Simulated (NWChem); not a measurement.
System: SiH4O2; SMILES O[SiH2]O

```xyz
7

Si     0.0000     0.0000    -0.4255
O     -1.3853     0.0511     0.4893
O      1.3853    -0.0511     0.4893
H     -0.0651     1.2367    -1.2500
H      0.0651    -1.2367    -1.2500
H     -1.5866    -0.7328     1.0090
H      1.5866     0.7328     1.0090
```
Atoms are numbered in this order, from 1.

All runs: NWChem. Coordinates come from a PBE0/def2-SVP optimisation. Level: PBE0/def2-SVP with SMD (1 M gas to 1 M solution), gas-phase geometry. Reactions with the solvent are ignored.

For solvent n-hexane:

| Item | Result |
|---|---|
| solvation free energy (kcal/mol) | -2.9 |
| cavity-dispersion-structure term (kcal/mol) | -1.0 |
| dipole in solution (D) | 1.13 |

Task: Estimate the same quantities for solvent water.

Result: 
| Property | Value |
|---|---|
| solvation free energy (kcal/mol) | -7.6 |
| cavity-dispersion-structure term (kcal/mol) | 2.4 |
| dipole in solution (D) | 1.29 |
